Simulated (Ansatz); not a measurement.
A nudged elastic band was laid between two geometries of C4H12OSi (18 atoms, charge 0, multiplicity 1).

Theory: RKS B3LYP/STO-3G (Ansatz).

```yaml
movable_images: 5
climbing_image: yes
spring: 5.0 eV/Å²
optimiser: quadratic models (default)
start_path: through a guess of the saddle point
force_threshold: 0.03 eV/Å
iteration_limit: 60
end_points: relaxed
```

Initial state:

```xyz
18
Properties=species:S:1:pos:R:3
C -2.562 -0.712 0.234
O -1.201 -0.475 -0.263
C -0.432 0.148 0.832
C 1.016 0.413 0.298
C 1.030 1.647 -0.659
Si 1.716 -1.138 -0.539
H -2.581 -1.395 1.112
H -3.079 0.231 0.522
H -3.126 -1.184 -0.593
H -0.393 -0.528 1.720
H -0.908 1.101 1.164
H 1.641 0.654 1.176
H 0.672 2.550 -0.139
H 2.047 1.848 -1.030
H 0.375 1.471 -1.527
H 1.135 -1.338 -1.846
H 3.145 -0.981 -0.694
H 1.469 -2.300 0.284
```

Final state:

```xyz
18
Properties=species:S:1:pos:R:3
C -2.929 -0.911 0.231
O -1.408 -0.548 -0.126
C -0.456 0.131 0.889
C 0.951 0.387 0.267
C 0.915 1.582 -0.741
Si 1.685 -1.189 -0.501
H -2.707 -1.654 1.056
H -3.188 0.006 0.850
H -1.515 0.132 -0.878
H -0.415 -0.592 1.727
H -0.946 1.065 1.238
H 1.597 0.687 1.113
H 0.501 2.486 -0.267
H 1.931 1.818 -1.093
H 0.303 1.349 -1.627
H 0.976 -1.524 -1.714
H 3.073 -0.938 -0.817
H 1.594 -2.276 0.444
```

Task: What changes between the two ends?

Result: Bonds broken: C1–H9. Bonds formed: O2–H9.

Task: What energy profile does the band end with?

Result: It converged. The highest image is number 5 of 0 to 6, 454.3 kJ/mol above the first end and 17.4 kJ/mol above the last; the last end lies 436.9 kJ/mol above the first. The profile has 2 maxima (images 2, 5) with wells between them (image 3): this band takes more than one step, which may be the mechanism or a detour left from its start path. Neighbouring images differ by up to 4.5 eV, so the band resolves the path poorly. A vibrational analysis at the climbing image gives one clearly imaginary mode, 928i cm⁻¹: a first-order saddle point. The orbitals stay closed-shell, which can raise the energy where a bond breaks towards radicals; this wasn't checked here. Limits of this set-up: minimal basis.

| image | path coordinate (Å) | energy (kJ/mol) | C1–H9 (Å) | O2–H9 (Å) |
| --- | --- | --- | --- | --- |
| 0 | 0.00 | 0.0 | 1.11 | 2.08 |
| 1 | 1.23 | 7.8 | 1.11 | 2.09 |
| 2 | 2.47 | 7.9 | 1.11 | 2.15 |
| 3 | 3.70 | 1.2 | 1.11 | 2.15 |
| 4 | 4.93 | 22.1 | 1.11 | 2.03 |
| 5 | 6.17 | 454.3 | 1.71 | 1.05 |
| 6 | 7.80 | 436.9 | 2.08 | 1.02 |

Task: What is the geometry of the highest image?

Result: 
```xyz
18
Properties=species:S:1:pos:R:3
C -2.951 -0.433 0.388
O -1.310 -0.616 -0.057
C -0.423 0.131 0.892
C 0.975 0.409 0.247
C 0.880 1.535 -0.832
Si 1.771 -1.175 -0.434
H -3.260 -1.481 0.095
H -2.850 -0.548 1.508
H -1.732 0.117 -0.671
H -0.333 -0.523 1.784
H -0.937 1.070 1.191
H 1.607 0.787 1.071
H 0.436 2.450 -0.408
H 1.880 1.788 -1.216
H 0.262 1.220 -1.688
H 1.088 -1.603 -1.631
H 3.153 -0.900 -0.751
H 1.707 -2.217 0.564
```

Run time: 14 min on 1 thread of Intel(R) Xeon(R) Processor @ 2.70GHz, with other jobs on the host, peak memory 0.14 GiB.
